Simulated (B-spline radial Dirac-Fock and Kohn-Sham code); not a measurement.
**Kohn-Sham estimates against Dirac-Fock for the levels of Cd³⁹⁺**

System: Cd³⁹⁺, configuration [He] 2s2 2p5.

The density-functional columns are spherical, spin-unpolarised Dirac-Kohn-Sham results without Breit or QED terms: −ε is minus the orbital energy of the initial state and ΔSCF the difference of two total energies. The reference in the last column comes from ΔSCF Dirac-Fock with Breit, self-energy and vacuum polarisation, finite nucleus, configuration average. All numbers are from an atomic code on a B-spline grid, in eV; a selection of levels is shown. The Kohn-Sham columns are given as differences from the reference. For the 1s level of heavy atoms much of the gap between ΔSCF and the reference is the Breit and QED part, -81.6 eV here; for other levels the error of the functional can be larger.

```
level  LDA −ε − DF  LDA ΔSCF − DF  Dirac-Fock
    K       -282.7          +82.4     29434.0
   L1       -110.2          -20.0      6472.5
 L2,3        -95.7           +8.7      6106.0
```

Values without a named source are computed, but for edge energies of neutral atoms, which are taken from tables.
